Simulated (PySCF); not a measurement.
Excitations are Tamm–Dancoff values on a coarser integration grid. The basis has no diffuse functions, so Rydberg states are missing or too high.

Z-matrix (Å, degrees):
```
C
C 1 1.3257
H 2 1.0822 1 121.71
H 2 1.0842 3 116.82 1 179.66
H 1 1.0856 2 120.56 3 -0.90
C 1 1.4896 5 115.75 2 -179.11
H 6 1.0917 1 111.52 5 -175.87
H 6 1.0936 7 109.28 1 123.65
F 6 1.4024 7 107.82 8 115.40
```
Charge 0, spin multiplicity 1.

**Question.** Estimate the S1–T1 gap (TDA), total energy and T1 excitation (TDA) that TPSSh-D3(BJ)/def2-TZVP // B3LYP-D3(BJ)/def2-TZVP (PySCF) returns for this input.

**Answer.** 
The S1–T1 gap (TDA) is 2.95 eV and the total energy is -5911.35 eV. The T1 excitation (TDA) is 4.43 eV.
